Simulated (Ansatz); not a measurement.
Relaxation of BrF$_{3}$GeH$_{2}$ (7 atoms, charge 0, multiplicity 1), to a largest force component of 0.03 eV/Å in at most 50 steps.

Computed with RHF/def2-SVP in Ansatz.

```xyz
7
Properties=species:S:1:pos:R:3
Ge -0.565 0.000 -0.407
H 0.145 0.000 2.270
F 0.949 0.000 0.332
F -0.581 1.367 -1.395
F -0.581 -1.367 -1.395
Br -2.491 0.000 0.933
H -0.396 0.000 2.728
```

Task: Where does it end, and by what steps?

Result: It converged. The force dipped under the threshold on the way, but the program's further checks kept it going. After 25 steps the energy has fallen by 0.466 eV; H7 moved furthest, 1.55 Å.

| step | energy less start (eV) | largest force component (eV/Å) | accepted |
| --- | --- | --- | --- |
| 0 | 0.0000 | 1.458 | yes |
| 1 | -0.2758 | 0.257 | yes |
| 2 | -0.3774 | 0.243 | yes |
| 3 | -0.4278 | 0.322 | yes |
| 4 | -0.4485 | 0.310 | yes |
| 5 | -0.4578 | 0.195 | yes |
| 6 | -0.4596 | 0.148 | yes |
| 7 | -0.4620 | 0.038 | yes |
| 8 | -0.4633 | 0.040 | yes |
| 9 | -0.4627 | 0.330 | no |
| 10 | -0.4636 | 0.028 | yes |
| 11 | -0.4631 | 0.318 | no |
| 12 | -0.4641 | 0.089 | yes |
| 13 | -0.4644 | 0.113 | yes |
| 14 | -0.4648 | 0.079 | yes |
| 15 | -0.4652 | 0.043 | yes |
| 16 | -0.4654 | 0.047 | yes |
| 17 | -0.4655 | 0.050 | yes |
| 18 | -0.4657 | 0.039 | yes |
| 19 | -0.4658 | 0.038 | yes |
| 20 | -0.4659 | 0.040 | yes |
| 21 | -0.4659 | 0.049 | yes |
| 22 | -0.4660 | 0.036 | yes |
| 23 | -0.4660 | 0.020 | yes |
| 24 | -0.4661 | 0.005 | yes |
| 25 | -0.4661 | 0.021 | yes |

```xyz
7
Properties=species:S:1:pos:R:3
Ge -0.851 0.000 -0.850
H 0.548 0.000 3.228
F 0.227 0.000 0.450
F -0.491 1.356 -1.787
F -0.491 -1.356 -1.786
Br -2.981 0.000 -0.164
H 0.518 0.000 3.975
```

Whether the end is a true minimum wasn't checked by a vibrational analysis.

Time of the run: 35 s on 2 threads of Intel(R) Xeon(R) 6975P-C (Granite Rapids), on a shared host, peak memory 0.33 GiB.
